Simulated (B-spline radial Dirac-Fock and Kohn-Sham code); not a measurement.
## Relativistic shifts of the levels of Nb⁶⁺

System: the Nb⁶⁺ ion, configuration 1s2 2s2 2p6 3s2 3p6 3d10 4s2 4p5.

Both columns are ΔSCF binding energies of the configuration average from a radial finite-basis atomic code: non-relativistic Hartree-Fock with a point nucleus, and Dirac-Fock with a finite nucleus and the Coulomb interaction alone, averaged over the two j levels with weights 2j+1.

```
shell  Hartree-Fock (eV)  Dirac-Fock (eV)  shift (eV)  shift (%)
   1s            18689.6          19135.1     +445.53      +2.38
   2s             2703.3           2807.8     +104.40      +3.86
   3s              549.8            569.4      +19.56      +3.56
   3d              306.0            302.3       -3.66      -1.20
   4s              146.6            149.9       +3.30      +2.25
   4p              119.1            119.7       +0.61      +0.51
```

Relativity binds 1s, 2s, 3s, 4s, 4p more strongly, among those listed most of all 2s in relative terms, and 3d more weakly, because the contracted s and p shells screen the nucleus better.

Values without a named source are computed, but for edge energies of neutral atoms, which are taken from tables.
